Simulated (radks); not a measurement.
Ionisation of neutral gold, [Xe] 4f14 5d10 6s1, to [Xe] 4f14 5d10 as the strength of local exchange is varied. Calculated with a radial shooting solver on a logarithmic mesh with Libxc functionals: Dirac Kohn-Sham, Slater X-alpha exchange (alpha = 2/3 is LDA exchange), no correlation, spin-unpolarised, spherical densities, point nucleus.

alpha  E(Au) (hartree)  exchange (hartree)  IE (eV)  -e of the level emptied (eV)  <r> of it (bohr)
0.667      -19029.4472           -346.6549    8.708                 5.070 (6s1/2)             2.896
0.759      -19077.3264           -395.5370    9.367                 5.667 (6s1/2)             2.828
0.798      -19097.6620           -416.3365    9.653                 5.928 (6s1/2)             2.800
0.821      -19109.6657           -428.6246    9.824                 6.085 (6s1/2)             2.784
?          -19110.7099           -429.6939    9.839                 6.099 (6s1/2)             2.782

Which alpha was used in the last row?

Answer. alpha = 0.823. NIST Atomic Spectra Database: 9.226 eV (measured). The Delta-SCF value meets it near alpha = 0.74. Spin polarisation and multiplet splitting are left out, so open shells lie too high by an amount that depends on their filling.

Beside tabulated values, note that spin-unpolarised runs miss the spin-polarisation part of the exchange energy of open shells.
